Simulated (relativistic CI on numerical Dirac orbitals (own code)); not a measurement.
Computed by Dirac-Coulomb-Breit CI, separate exchange-only KLI orbitals for each configuration, model QED (radiative potential, 1s self-energy scaled to tabulated hydrogen-like ionisation energies), unscaled Slater integrals (own radial code, finite nucleus).

Configuration list (outside the closed core [Ar] 3d10): 4s2 4p6 4d7, 4s2 4p5 4d8, 4s2 4p6 4d6 4f, 4s2 4p6 4d6 5s, 4s 4p6 4d8, 4s2 4p6 4d6 5p, 4s2 4p5 4d7 4f, 4s2 4p6 4d5 4f 5s, 4s2 4p6 4d6 5d, 4s2 4p6 4d5 5s 5p, 4s 4p6 4d7 4f, 4s2 4p6 4d6 6s, 4s2 4p6 4d6 5f, 4s2 4p6 4d6 6p, 4s2 4p5 4d7 5s, 4s2 4p6 4d6 5g, 4s2 4p6 4d6 7s, 4s2 4p6 4d6 6f, 4s2 4p6 4d6 7p, 4s2 4p6 4d5 5s2, 4s2 4p6 4d4 4f 5s2, 4s2 4p6 4d4 5s2 5p, 4s2 4p5 4d5 4f 5s2, 4p6 4d9, 4p5 4d10, 4p5 4d9 4f, 4p6 4d8 5s, 4p5 4d9 5s, 4p5 4d8 4f 5s. Double excitations out of closed p, d and f shells are left out; levels of such configurations are missing from the list, as are those of other unlisted configurations, and high levels can miss mixing partners.

At this charge energies of transitions that change n are usually good to better than 1 %, and those within a shell (Δn = 0) to a few per cent. Terms inside the open d or f shell come out 10 to 20 % too wide with unscaled integrals. Levels and lines within the n = 5 or 6 shells can be off by up to 10 % or somewhat more, and those that change n by about 2 %, since core polarisation is missing.

Outline of the computed level scheme of Xe XII. Lowest level of each configuration: 4s2 4p6 4d7 4F_9/2 at 0.0000 eV; 4s2 4p6 4d6 5s 6D_9/2 at 79.8389 eV; 4s2 4p5 4d8 4G°_11/2 at 83.9378 eV.

Some strong electric-dipole decays among the lowest 45 levels: 4s2 4p5 4d8 4F°_9/2 → 4s2 4p6 4d7 4F_9/2 (1.1e+09 s⁻¹); 4s2 4p5 4d8 4D°_7/2 → 4s2 4p6 4d7 4F_9/2 (6.9e+08 s⁻¹); 4s2 4p5 4d8 2D°_5/2 → 4s2 4p6 4d7 4P_3/2 (4.5e+08 s⁻¹); 4s2 4p5 4d8 2D°_5/2 → 4s2 4p6 4d7 4F_3/2 (3.4e+08 s⁻¹); 4s2 4p5 4d8 4D°_7/2 → 4s2 4p6 4d7 4F_7/2 (2.9e+08 s⁻¹); 4s2 4p5 4d8 4G°_11/2 → 4s2 4p6 4d7 4F_9/2 (2.8e+08 s⁻¹).

LS names give the leading component of a level, which can be under half, so a name can repeat, a term be missing and a line seem to break the LS rules.
